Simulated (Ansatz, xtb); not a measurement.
**Relative energy of two structures of C4H9B2Cl**

Structure I is a singlet given by its coordinates and structure II is `C=C(C)BCBCl`, a singlet. Both are isolated molecules in the gas phase, relaxed with r2SCAN-D4/def2-SVP; the shapes shown needn't be the lowest conformers.

I (Å):

```tsv
atom	x (Å)	y (Å)	z (Å)
C	0.1550	0.6736	0.3881
C	1.4322	0.7655	0.8884
C	-1.1008	0.7927	1.1872
C	-2.1737	-0.2280	0.8020
B	0.1820	0.4594	-1.1876
B	2.2971	0.6602	-0.3256
Cl	4.0164	0.7428	-0.6160
H	-0.1233	1.3910	-1.9059
H	-0.0229	-0.6541	-1.6265
H	1.6852	0.9117	1.9449
H	1.6559	0.4746	-1.4217
H	-1.4942	1.8109	0.9919
H	-0.8776	0.7515	2.2679
H	-1.8213	-1.2570	0.9733
H	-2.4419	-0.1415	-0.2629
H	-3.0879	-0.0780	1.3957
```

Close contacts (Å): C1–C2 1.37, C1–C3 1.49, C1–B5 1.59, C2–B6 1.49, C3–C4 1.53, B6–Cl7 1.75, C2–H10 1.10, C3–H12 1.11, C3–H13 1.10, C4–H14 1.10, C4–H15 1.10, C4–H16 1.10, B5–H8 1.22, B5–H9 1.21, B5–H11 1.49, B6–H11 1.28.

II (Å):

```xyz
16

C     1.6650   -2.3909   -0.4206
C     1.0979   -1.1812   -0.1989
C    -0.3347   -0.9079   -0.5766
C     1.4508    1.3504    0.8118
B     1.9847   -0.0923    0.4699
B     1.1610    1.3018    2.3343
Cl   -0.4702    0.9635    2.9284
H     2.7063   -2.5831   -0.1415
H     1.1147   -3.2230   -0.8811
H    -0.8354   -1.7954   -0.9940
H    -0.9129   -0.5621    0.2970
H    -0.3983   -0.0988   -1.3245
H     3.1204   -0.3876    0.7748
H     0.5557    1.6144    0.2283
H     2.2817    2.0616    0.6564
H     2.0105    1.4297    3.1794
```

Task: Estimate E(II) − E(I) at the level CCSD(T)/def2-SVP + ΔMP2/def2-TZVPP.

Result: Calculated at CCSD(T)/def2-SVP + ΔMP2/def2-TZVPP: E(II) − E(I) = −0.648 eV, so structure II lies lower.

How the difference moves with the method:

```json
{"level": "r2SCAN-D4/def2-SVP", "geometry": "r2SCAN-D4/def2-SVP", "E(II) − E(I) (eV)": "−0.501", "departure from the last row (eV)": "+0.148", "job, with rough time for the two": "optimisation, 98 s"}
{"level": "HF/def2-SVP", "geometry": "r2SCAN-D4/def2-SVP", "E(II) − E(I) (eV)": "−0.849", "departure from the last row (eV)": "−0.201", "job, with rough time for the two": "part of the CCSD(T) run"}
{"level": "MP2/def2-SVP", "geometry": "r2SCAN-D4/def2-SVP", "E(II) − E(I) (eV)": "−0.602", "departure from the last row (eV)": "+0.046", "job, with rough time for the two": "part of the CCSD(T) run"}
{"level": "CCSD(T)/def2-SVP", "geometry": "r2SCAN-D4/def2-SVP", "E(II) − E(I) (eV)": "−0.622", "departure from the last row (eV)": "+0.026", "job, with rough time for the two": "single point"}
{"level": "CCSD(T)/def2-SVP + ΔMP2/def2-TZVPP", "geometry": "r2SCAN-D4/def2-SVP", "E(II) − E(I) (eV)": "−0.648", "departure from the last row (eV)": "", "job, with rough time for the two": "single point, 68 s"}
```

The levels shown agree on the order. The largest departure from CCSD(T)/def2-SVP + ΔMP2/def2-TZVPP is that of HF/def2-SVP, 0.201 eV. Levels run at GFN2-xTB geometries aren't shown. The last row adds to CCSD(T) the change of the MP2 difference between the two basis sets, here −0.026 eV.

With thermal terms from frequencies at re-optimised GFN2-xTB minima (ideal gas, soft modes damped towards free rotors, one conformer each, 298.15 K, 1 atm): the zero-point term adds +0.042 eV; ΔH is −0.617 and ΔG −0.596 eV.

The correlated steps freeze 11 core orbitals. Run with Ansatz 0.2.0, xtb 6.7.1; the last row on 4 threads of Arm Neoverse V2 on a shared host.
